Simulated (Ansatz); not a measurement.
Molecule: TaH4, net charge 0, doublet state. The spin state was set by rule; other spins were not relaxed. 
Structure (B3LYP-D3(BJ)/def2-TZVP (Ansatz, a first-principles code) minimum search):
SMILES: [TaH4]
```xyz
5

Ta     0.0000     0.0000     0.0000
H      1.2794    -0.3060     1.1926
H     -1.2734     1.0403     0.6701
H     -0.6366    -1.5968    -0.4446
H      0.6306     0.8626    -1.4181
```
Charge 0, spin multiplicity 2.

Basis-set convergence of Hartree-Fock and CCSD correlation energies (hartree) with Ansatz. Correlated levels leave the core frozen unless marked. Open shells are spin-unrestricted. No spin-orbit coupling. The frozen core is the preceding noble-gas configuration, with the filled d and f shells of earlier blocks. Past Kr the def2 sets carry scalar-relativistic core potentials.

| basis | functions | E(HF) | E(corr, CCSD) |
|---|---|---|---|
| def2-SVP | 52 | -58.59212 | -0.16384 |
| def2-TZVPP | 112 | -58.62077 | -0.19210 |
| def2-QZVPP | 201 | -58.62441 | -0.19870 |

Extrapolating the two largest sets (X = 3 and 4) as X^-3: E(corr) = (64·(-0.19870) - 27·(-0.19210))/37 = -0.2035 Eh, an estimate of the basis-set limit. The largest set recovers 97.6 % of it, the smallest 80.5 %.
